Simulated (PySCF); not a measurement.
C4H10O, SMILES CC(C)(O)C. The structure is a stationary point at B3LYP-D3(BJ)/def2-SVP. One conformer was computed; it need not be the lowest.

Calculation: B3LYP-D3(BJ)/def2-SVP in PySCF.

Harmonic wavenumbers (cm⁻¹): 210, 268, 279, 315, 342, 346, 420, 466, 473, 759, 910, 925, 948, 950, 1021, 1036, 1158, 1241, 1256, 1352, 1382, 1395, 1408, 1444, 1454, 1458, 1470, 1481, 1490, 3019, 3024, 3039, 3096, 3103, 3121, 3123, 3128, 3131, 3804. Rotational constants (GHz): 4.699, 4.675, 4.486; symmetry number 1.

Work out the zero-point energy and the ideal-gas rigid-rotor harmonic-oscillator thermochemistry at 298.15 K and 1 atm.

ZPE = ½ Σ hcν = ½ × 59244 cm⁻¹ = 354.36 kJ/mol. H − E(el) = 374.36 kJ/mol. Entropy in J/(mol K): translation 162.45, rotation 107.08, vibration 52.17, total 321.69. G − E(el) = 278.45 kJ/mol. Cp = 112.48 J/(mol K).
